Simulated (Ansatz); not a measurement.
This geometry of C$_{2}$H$_{7}$BO (11 atoms, charge 0, multiplicity 1) is a first-order saddle point.

Computed with RKS LDA/def2-SVP in Ansatz.

```xyz
11
Properties=species:S:1:pos:R:3
B -0.840 1.140 -0.456
C -0.118 -0.162 -0.199
C 0.572 -0.503 1.089
O -0.412 -1.297 -0.943
H -1.483 1.268 -1.484
H -0.590 2.095 0.263
H 0.605 0.585 -0.803
H -0.118 -1.133 1.691
H 0.818 0.401 1.682
H 1.493 -1.104 0.923
H 0.139 -1.346 -1.743
```

Q: Which two structures does it join? (They come from a converged band through this point; their orientation in space is the band's.)

A: No bond is made or broken. The dihedral B1–C2–O4–H11 goes from 164 to -10°.

Initial state:

```xyz
11
Properties=species:S:1:pos:R:3
B -0.908 1.173 -0.431
C -0.189 -0.134 -0.265
C 0.613 -0.513 0.939
O -0.372 -1.139 -1.149
H -1.548 1.369 -1.447
H -0.752 2.014 0.437
H 0.434 0.858 -0.809
H 0.017 -1.217 1.559
H 0.864 0.365 1.565
H 1.561 -1.035 0.662
H 0.345 -1.797 -1.039
```

Final state:

```xyz
11
Properties=species:S:1:pos:R:3
B -0.768 1.071 -0.450
C -0.083 -0.230 -0.163
C 0.709 -0.550 1.055
O -0.126 -1.279 -0.997
H -1.376 1.159 -1.511
H -0.737 1.965 0.375
H 0.552 0.851 -0.737
H 0.112 -1.247 1.682
H 0.924 0.358 1.651
H 1.655 -1.075 0.800
H -0.796 -1.079 -1.685
```

Q: How far does it lie above each of them?

A: 6.7 kcal/mol above the first and 10.4 kcal/mol above the second. This is the barrier of this one path; another mechanism may lie lower.

Run time: 39 s on 1 thread of Intel(R) Xeon(R) 6975P-C (Granite Rapids), on a shared host, peak memory 0.14 GiB.
